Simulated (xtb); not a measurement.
CeF₄ (SMILES [F][Ce]([F])([F])[F]), singlet, geometry from GFN2-xTB (such geometries of metal compounds can be far from the true shape). Base run: xtb with GFN2-xTB.

Here is a job for xtb.
```
$ xtb mol.xyz --gfn 2 --json

# file mol.xyz
5

Ce     0.00000000     0.00000000     0.00000000
F      1.33903802     0.94497572    -1.23105008
F      1.00395844    -1.27976711     1.24729701
F     -1.33914380    -1.06043899    -1.13298246
F     -1.00385266     1.39523038     1.11673553
```

The base run was repeated with changes; each row names its change, and settings that it needs were set with it.

```csv
change,ΔE vs base (mEh),HOMO-LUMO gap (eV),dipole (D),G_solv (kcal/mol),SCF cycles
base,0.000,5.00,0.00,-,20
gbsa = thf,4.943,4.93,0.00,3.09,18
gbsa = methanol,6.300,4.91,0.00,3.93,22
acc = 30,0.001,5.00,0.00,-,27
etemp = 1000,___,5.00,0.00,-,15
alpb = acetone,4.898,4.93,0.00,3.06,19
etemp = 3000,___,___,0.00,-,15
acc = 1000,6.169,4.98,0.05,-,47
```

### Question
Fill in the missing entries.

### Answer

- etemp = 1000, ΔE vs base (mEh): -6.674
- etemp = 3000, ΔE vs base (mEh): -27.000
- etemp = 3000, HOMO-LUMO gap (eV): 4.99

ALPB and GBSA are two models with their own fitted parameters for each solvent, which aren't always the measured dielectric constant.
